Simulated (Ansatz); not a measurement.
Several settings on one geometry of the cluster Ca₄O₄ (the lowest singlet isomer of a short search) (that of the charge 0 singlet, PBE-D4/def2-SVP). Ansatz on 4 threads of Intel Xeon Platinum 8259CL on a shared host; times are rough.

| atom | x (Å) | y (Å) | z (Å) |
| --- | --- | --- | --- |
| Ca1 | -1.6168 | 2.2130 | 0.1482 |
| Ca2 | 2.2204 | 1.6017 | 0.2917 |
| Ca3 | 1.6138 | -2.2176 | -0.1037 |
| Ca4 | -2.2168 | -1.5962 | -0.3413 |
| O5 | -0.4034 | -2.5617 | -0.2950 |
| O6 | 0.4031 | 2.5612 | 0.2973 |
| O7 | 2.5749 | -0.4157 | 0.1284 |
| O8 | -2.5752 | 0.4154 | -0.1255 |

Totals from different functionals, basis sets or treatments of relativity can't be compared as stabilities.

The 6-31G sets use Cartesian d functions.

The spins typed aren't always the lowest for that charge.

(1) Give the basis size and estimate the energy, ⟨S²⟩ and time of these runs.

| run | method | charge | state | further keys |
| --- | --- | --- | --- | --- |
| 1 | RKS r2SCAN0/pcseg-2 | 0 | singlet | scf: {omitted_lower_state_checks: [starts]} |
| 2 | RKS PBE0-D4/pcseg-2 | 0 | singlet | nuclear_model: gaussian; pseudopotentials: {relativity: none}; scf: {omitted_lower_state_checks: [starts]}; forces asked |
| 3 | RKS PBEsol-D4/6-31G* | 0 | singlet | scf: {lower_state_search: full}; forces asked |
| 4 | UKS PBE0/def2-TZVPP | -1 | doublet | scf: {lower_state_search: off}; forces asked |
| 5 | UKS B97/def2-TZVP | 1 | doublet | scf: {omitted_lower_state_checks: [starts]} |

Results:

(1) 
| run | functions | energy (Eh) | ⟨S²⟩ | wall time |
| --- | --- | --- | --- | --- |
| 1 | 252 | -3011.3826 | – | 10 s |
| 2 | 252 | -3010.7259 | – | 10 s |
| 3 | 200 | -3005.9263 | – | 24 s |
| 4 | 268 | -3010.6704 | 0.75 | 20 s |
| 5 | 268 | -3011.0669 | 0.76 | 1.8 min |

The highest occupied level of an anion often lies above zero with these methods, and sets without diffuse functions describe the outer electron poorly.
